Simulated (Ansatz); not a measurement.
This geometry of CH$_{3}$AgS (6 atoms, charge 0, multiplicity 1) is a first-order saddle point.

Computed with Ansatz, RKS r2SCAN-D4/def2-SVP.

```xyz
6
Properties=species:S:1:pos:R:3
C -0.418 0.400 -0.251
S -0.198 -1.132 0.737
Ag 2.090 -1.488 0.835
H -1.026 0.173 -1.139
H 0.534 0.831 -0.587
H -0.940 1.152 0.360
```

Q: Which two structures does it join? (They come from a converged band through this point; their orientation in space is the band's.)

A: No bond is made or broken. The dihedral H5–C1–S2–Ag3 goes from 62 to -62°. The two ends are copies of one structure, up to a mirror image or an exchange of like atoms.

First end point:

```xyz
6
Properties=species:S:1:pos:R:3
C -0.384 0.384 -0.293
S 0.016 -1.375 0.014
Ag 1.898 -1.295 1.366
H -1.279 0.384 -0.935
H 0.419 0.910 -0.829
H -0.628 0.927 0.631
```

Last end point:

```xyz
6
Properties=species:S:1:pos:R:3
C -0.384 0.434 -0.207
S 0.011 -0.717 1.159
Ag 1.902 -1.837 0.422
H -0.618 -0.092 -1.145
H 0.417 1.166 -0.385
H -1.285 0.983 0.110
```

Q: How far does it lie above each of them?

A: 5.3 kJ/mol above the first and 5.3 kJ/mol above the second. This is the barrier of this one path; another mechanism may lie lower.

Time of the run: 3.4 min on 1 thread of Arm Neoverse V1 (shared host), peak memory 0.16 GiB.
